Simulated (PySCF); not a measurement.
C5H4O3 (charge -1 and doublet state).
Bonds: O1–C2, C2–O3, C2–C4, C4–C5 (aromatic), C5–C6 (aromatic), C6–C7 (aromatic), C7–O8 (aromatic), C4–O8 (aromatic). Hydrogens: H9 on O3; H10 on C5; H11 on C6; H12 on C7.

The geometry is computed with GFN2-xTB (gas phase). This method treats the open shell by occupation alone, without spin polarisation.

**Question.** Give the optimised bond lengths and angles.

**Answer.** 
```tsv
bond	length (Å)
O1–C2	1.256
C2–O3	1.417
C2–C4	1.392
C4–C5	1.413
C5–C6	1.394
C6–C7	1.369
C7–O8	1.377
C4–O8	1.393
O3–H9	0.965
C5–H10	1.071
C6–H11	1.078
C7–H12	1.074
```

A selection of angles:
```tsv
angle	degrees
O1–C2–O3	117.4
O1–C2–C4	127.2
O3–C2–C4	115.3
C2–O3–H9	104.2
C2–C4–C5	129.6
C2–C4–O8	121.6
C5–C4–O8	108.8
C4–C5–C6	106.6
C4–C5–H10	125.0
C6–C5–H10	128.3
C5–C6–C7	107.6
C5–C6–H11	127.0
C7–C6–H11	125.4
C6–C7–O8	110.9
C6–C7–H12	132.4
O8–C7–H12	116.7
C4–O8–C7	106.1
```

Torsions: O1–C2–C4–C5 0° (synperiplanar); H9–O3–C2–O1 0° (synperiplanar).

The 4 C–C bonds span 1.369 Å (C6–C7, aromatic) to 1.413 Å (C4–C5, aromatic), a spread of 0.044 Å. The 5-membered ring C4–C5–C6–C7–O8 has internal angles of 106.1° to 110.9° (sum 540°, against 540° for a flat polygon); it is planar, 0.00 Å rms from its mean plane, widest ring torsion 0°. O8 (oxygen bonded to 2 C) is bent (angle 106.1°). The 8 heavy atoms lie in one plane (0.000 Å rms). C2 (carbon bonded to C and 2 O) is planar (angles 127.2°, 117.4° and 115.3°, sum 360.0°, 0.00 Å off the plane of its three neighbours). C5 (carbon bonded to 2 C and H) is planar (angles 128.3°, 125.0° and 106.6°, sum 360.0°, 0.00 Å off the plane of its three neighbours). The 4 C–O bonds span 1.256 Å (O1–C2, drawn single) to 1.417 Å (C2–O3, drawn single), a spread of 0.161 Å.

Point group: Cs (tolerance 0.08 Å). Not checked by GFN2-xTB frequencies. Whether the extra electron is bound in the gas phase wasn't checked; a finite basis holds it in any case. Torsions: O1–C2–O3–H 0°, O1–C2–C4–C5 0°.

One conformer stands for the species.
